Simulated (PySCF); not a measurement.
**Bond length, frequency and bond energy of BeSn⁻ by level of theory**

State: ⁴Σ⁻ (quartet), unpaired electrons σ ↑, π ↑↑. Set-up: Be aug-cc-pVDZ, Sn aug-cc-pVDZ-PP with ECP28; scalar-relativistic core potentials (PySCF 2.14). De refers to Be + Sn⁻ in their high-spin ground configurations, without counterpoise correction. The functionals are run spin-unrestricted. A positive dipole points towards Sn; it is taken about the centre of mass and depends on that origin.

```
      Level  Re (Å)  ωe (cm⁻¹)  De (eV)  μ (D)
        UHF   2.485        334     0.68   2.96
    UHF-MP2   2.444        407     1.04    n/a
UHF-SCS-MP2   2.479        381     0.91    n/a
        PBE   2.445        398     1.50   4.71
     r²SCAN   2.431        413     1.53   4.22
      TPSSh   2.443        399     1.43   4.44
       PBE0   2.432        404     1.41   4.38
      HSE06   2.434        405     1.43   4.33
       MN15   2.409        403     1.25   4.86
  BHandHLYP   2.440        393     1.17   4.03
```

Q: What does a quarter of exact exchange do here, going from PBE to PBE0?

A: PBE0 less PBE: -1.3 pm in Re, +1.5 % in ωe, -0.09 eV in De. Exact exchange removes part of the self-interaction that spreads semilocal densities, and in most molecules shortens and stiffens the bond and lowers De; so it does here.

Q: What does the step from GGA to meta-GGA do here, going from PBE to r²SCAN?

A: r²SCAN less PBE: -1.4 pm in Re, +3.8 % in ωe, +0.03 eV in De. 

Correlated steps freeze 4 core orbitals. Correlated levels converge slowly with the basis: in double zeta they bind strong bonds too weakly, by up to about 1 eV, and carry superposition errors of some tenths. Spin–orbit coupling is left out, which matters for elements this heavy, above all for dissociation energies. For an ion De counts to the pair picked by the measured ionisation energies or electron affinities, which need not be the lowest pair at this level. The highest Kohn–Sham level is positive in this anion. Much of that is self-interaction error, but it also means that the finite basis helps to hold the extra electron. The state is the lowest determinant that a PBE0 search found; another state may lie lower at other levels.

The whole job (state search and all levels along the bond) took about 2.5 min on 1 thread of Arm Neoverse V2 (shared host), peak memory 0.8 GiB.
